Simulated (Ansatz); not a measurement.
C₂H₆GeO₂, SMILES `[GeH3][O]C1CO1`, relaxed with RKS PBE0-D4/def2-TZVP in the Gaussian-basis code of Ansatz from a PBE-D4/def2-SVP geometry. The force threshold is 0.005 eV/Å; the program also tests the step.

Charge 0, multiplicity 1.

Start:

```xyz
11

Ge   -1.001   -1.454    0.710
O     0.630   -0.725    0.378
C     0.746    0.223   -0.622
C     0.647    1.669   -0.318
O     1.905    1.006   -0.554
H    -0.714   -2.484    1.821
H    -1.967   -0.330    1.176
H    -1.528   -2.121   -0.592
H     0.487   -0.149   -1.639
H     0.461    1.967    0.731
H     0.334    2.399   -1.090
```

```json
{"step": "1", "energy (eV)": "-62771.4985", "largest force (eV/Å)": "0.632", "largest move (Å)": "0.000"}
{"step": "2", "energy (eV)": "-62771.5444", "largest force (eV/Å)": "0.260", "largest move (Å)": "0.032"}
{"step": "3", "energy (eV)": "-62771.5499", "largest force (eV/Å)": "0.049", "largest move (Å)": "0.019"}
{"step": "4", "energy (eV)": "-62771.5500", "largest force (eV/Å)": "0.013", "largest move (Å)": "0.003"}
{"step": "5", "energy (eV)": "-62771.5501", "largest force (eV/Å)": "0.011", "largest move (Å)": "0.005"}
{"step": "6", "energy (eV)": "-62771.5502", "largest force (eV/Å)": "0.028", "largest move (Å)": "0.019"}
{"step": "7", "energy (eV)": "-62771.5503", "largest force (eV/Å)": "0.039", "largest move (Å)": "0.031"}
{"step": "8", "energy (eV)": "-62771.5504", "largest force (eV/Å)": "0.031", "largest move (Å)": "0.029"}
{"step": "9", "energy (eV)": "-62771.5505", "largest force (eV/Å)": "0.026", "largest move (Å)": "0.012"}
{"step": "10", "energy (eV)": "-62771.5505", "largest force (eV/Å)": "0.009", "largest move (Å)": "0.003"}
{"step": "11", "energy (eV)": "-62771.5505", "largest force (eV/Å)": "0.006", "largest move (Å)": "0.004"}
{"step": "12", "energy (eV)": "-62771.5505", "largest force (eV/Å)": "0.002", "largest move (Å)": "0.006"}
```

End:

```xyz
11

Ge   -0.976   -1.412    0.706
O     0.649   -0.756    0.344
C     0.766    0.203   -0.627
C     0.593    1.621   -0.316
O     1.879    1.028   -0.506
H    -0.717   -2.466    1.782
H    -1.867   -0.263    1.208
H    -1.562   -2.022   -0.580
H     0.579   -0.159   -1.641
H     0.368    1.895    0.712
H     0.288    2.331   -1.082
```

It took 47 s on 4 threads of an Arm Neoverse V1 on a shared host, with 0.6 GiB of host memory at the peak.
